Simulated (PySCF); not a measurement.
**Electronic structure of Pb+ (lead, charge +1) at the PBE0 level**

Configuration: [Xe] 4f14 5d10 6s2 6p1, 2P determinant. Computed with PySCF 2.14 in def2-TZVP with the def2 core potential (60 electrons), with scalar relativity through the core potential.

- Total energy: -192.5791 hartree
- One-electron energy: -329.8023 hartree
- Hartree (Coulomb) energy: 153.0301 hartree
- Exchange-correlation energy: -15.8069 hartree
- ⟨S²⟩: 0.7519
- ⟨L²⟩: 2.006
- Sum of ⟨r⟩: 28.49 bohr
- Sum of ⟨r²⟩: 49.93 bohr²
- Traceless quadrupole moment −½Σ⟨3z² − r²⟩ along its main axis: -4.08 e·bohr²
- Time after the integrals: 1.4 s of wall time on 1 thread of Neoverse-N1 (shared host)

| shell | electrons | mean orbital energy (hartree) | spread (hartree) | rms radius, mean of both spins (bohr) |
| --- | --- | --- | --- | --- |
| 5s α | 1 | -5.82970 | 0 | 0.918 |
| 5s β | 1 | -5.82749 | 0 | 0.918 |
| 5p α | 3 | -3.65324 | 0.01276 | 1.05 |
| 5p β | 3 | -3.65153 | 0.01790 | 1.05 |
| 5d α | 5 | -1.14569 | 0.01571 | 1.41 |
| 5d β | 5 | -1.14105 | 0.02258 | 1.41 |
| 6s α | 1 | -0.75784 | 0 | 2.41 |
| 6s β | 1 | -0.72569 | 0 | 2.41 |
| 6p α | 1 | -0.41071 | 0 | 3.21 |

Energies and moments cover only the electrons outside the core potential. Spin-orbit coupling, absent here, splits the open shell strongly.
